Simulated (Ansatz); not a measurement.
Molecular dynamics, step by step

CH7GaO, singlet, PBE0-D4/def2-SVP (Ansatz 0.2.0). Settings (timestep in fs, temperature in K; T counts 24 degrees of freedom):

```yaml
hamiltonian: {xc: pbe0, dispersion: d4}
md: {n_steps: 80, timestep: 0.5, temperature: 1500, ensemble: nvt_nose_hoover, seed: 882, initial_velocities: maxwell_boltzmann}
```

Start, the saddle point found with PBE0-D4 in triple zeta (not stationary at another level):

```xyz
10
angstrom
Ga -0.9144 1.2049 -0.0456
O 0.6851 0.1633 0.3861
C 0.6029 -1.2419 0.4367
H -2.1243 0.2748 -0.3665
H -0.8585 2.6268 0.5794
H 0.6531 0.6621 -0.8360
H 0.1996 1.1952 -1.5218
H 1.6090 -1.6614 0.5196
H 0.0217 -1.5625 1.3079
H 0.1258 -1.6612 -0.4598
```

| step | time (fs) | potential energy less the start (meV) | kinetic energy (meV) | T (K) |
| --- | --- | --- | --- | --- |
| 0 | 0.00 | 0.0 | 1551.1 | 1500 |
| 5 | 2.50 | 525.3 | 1032.5 | 999 |
| 10 | 5.00 | 753.6 | 804.5 | 778 |
| 15 | 7.50 | 654.2 | 900.6 | 871 |
| 20 | 10.00 | 514.0 | 1044.8 | 1010 |
| 25 | 12.50 | 45.9 | 1514.3 | 1464 |
| 30 | 15.00 | 101.0 | 1464.5 | 1416 |
| 35 | 17.50 | -119.3 | 1685.3 | 1630 |
| 40 | 20.00 | 192.3 | 1379.1 | 1334 |
| 45 | 22.50 | 31.6 | 1539.0 | 1488 |
| 50 | 25.00 | -106.0 | 1682.7 | 1627 |
| 55 | 27.50 | -26.6 | 1609.0 | 1556 |
| 60 | 30.00 | -303.1 | 1883.8 | 1822 |
| 65 | 32.50 | 151.1 | 1439.5 | 1392 |
| 70 | 35.00 | 100.4 | 1487.9 | 1439 |
| 75 | 37.50 | 321.9 | 1272.7 | 1231 |
| 80 | 40.00 | 29.9 | 1566.3 | 1515 |

Step 25, positions (Å) and forces (eV/Å):

| atom | x | y | z | Fx | Fy | Fz |
| --- | --- | --- | --- | --- | --- | --- |
| Ga1 | -0.871 | 1.157 | -0.028 | -1.735 | 2.485 | 0.768 |
| O2 | 0.555 | 0.226 | 0.337 | 1.972 | -1.633 | 0.505 |
| C3 | 0.564 | -1.166 | 0.454 | -3.566 | -0.499 | -0.329 |
| H4 | -2.221 | 0.599 | -0.468 | -0.396 | -0.653 | -0.437 |
| H5 | -1.008 | 2.708 | 0.498 | 0.458 | -0.811 | -0.264 |
| H6 | 0.613 | 1.124 | -1.290 | 0.473 | -0.213 | -0.134 |
| H7 | 0.226 | 1.658 | -1.667 | -0.257 | 0.661 | -0.861 |
| H8 | 1.514 | -1.605 | 0.629 | 1.585 | -0.163 | 0.088 |
| H9 | -0.079 | -1.428 | 1.357 | 0.576 | -0.251 | -0.796 |
| H10 | 0.074 | -1.740 | -0.466 | 0.890 | 1.077 | 1.461 |

Step 35, positions (Å) and forces (eV/Å):

```tsv
atom	x	y	z	Fx	Fy	Fz
Ga1	-0.866	1.147	-0.018	-1.703	1.284	-0.241
O2	0.556	0.205	0.328	0.019	1.151	0.503
C3	0.492	-1.127	0.491	3.098	-3.439	-2.035
H4	-2.209	0.581	-0.602	0.164	-0.378	-0.122
H5	-0.926	2.622	0.446	0.286	0.302	0.120
H6	0.717	1.415	-1.648	-0.023	0.068	-0.124
H7	0.265	1.919	-2.008	0.026	-0.016	-0.061
H8	1.627	-1.413	0.544	-1.743	-0.322	0.462
H9	-0.033	-1.552	1.380	-0.011	0.369	-0.326
H10	0.199	-1.720	-0.502	-0.112	0.980	1.824
```

Step 45, positions (Å) and forces (eV/Å):

```
atom       x       y       z      Fx      Fy      Fz
 Ga1  -0.867   1.142  -0.009  -1.824   0.416  -0.963
  O2   0.559   0.198   0.326  -0.709   2.044   0.727
  C3   0.470  -1.136   0.510   1.774  -0.796   0.113
  H4  -2.162   0.477  -0.760   0.715   0.177   0.445
  H5  -0.775   2.598   0.417   0.024   0.673   0.187
  H6   0.829   1.718  -2.035  -0.478   0.407  -0.304
  H7   0.300   2.186  -2.377   0.464  -0.439   0.305
  H8   1.501  -1.327   0.568   2.027  -1.651   0.774
  H9  -0.004  -1.621   1.363  -0.690   0.466   0.496
 H10   0.248  -1.625  -0.389  -1.304  -1.298  -1.779
```

Last step (80):

| atom | x (Å) | y (Å) | z (Å) |
| --- | --- | --- | --- |
| Ga1 | -0.8957 | 1.1510 | 0.0041 |
| O2 | 0.6069 | 0.1606 | 0.4065 |
| C3 | 0.5280 | -1.2431 | 0.5428 |
| H4 | -1.8689 | 0.2370 | -0.9114 |
| H5 | -0.6158 | 2.6134 | 0.3474 |
| H6 | 1.1574 | 2.8087 | -3.4171 |
| H7 | 0.4641 | 3.0597 | -3.6405 |
| H8 | 1.5120 | -1.8562 | 0.8122 |
| H9 | -0.1761 | -1.3689 | 1.3853 |
| H10 | -0.0071 | -1.8316 | -0.3767 |

Hardware: 4 CPU threads of an Arm Neoverse V2, shared host. Wall time about 86 s.
